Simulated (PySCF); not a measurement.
C5H9O, SMILES C(C[C]=O)(C)C, multiplicity 2.

Geometry optimised at PBE0-D3(BJ)/def2-SVP. The isomer is the one that the SMILES or the coordinates give; other isomers of the formula were not compared. The values are those of a single conformer.

Two levels are set side by side: PBE/def2-TZVP (PySCF) and B3LYP/def2-TZVP (PySCF). Same geometry, gas phase. Differences are taken from unrounded values.

| quantity | PBE |
|---|---|
| α-spin orbital gap (eV) | 2.35 |
| β-spin orbital gap (eV) | 5.52 |
| dipole moment (D) | 2.54 |
| mean polarisability (bohr³) | 65.6 |

### Question
These are the PBE values. What does B3LYP give? (Estimate from the structure and the level; the computed values follow.)

### Answer

| quantity | B3LYP | PBE minus B3LYP |
|---|---|---|
| α-spin orbital gap (eV) | 4.56 | -2.21 |
| β-spin orbital gap (eV) | 7.47 | -1.95 |
| dipole moment (D) | 2.62 | -0.08 |
| mean polarisability (bohr³) | 63.4 | 2.2 |

Loosely held outer electrons make PBE densities more polarisable. Differences between two approximate levels are no errors against the true value.

Rough cost on one machine, each run with all the roots and properties that it gave: B3LYP against PBE within a factor of 2.
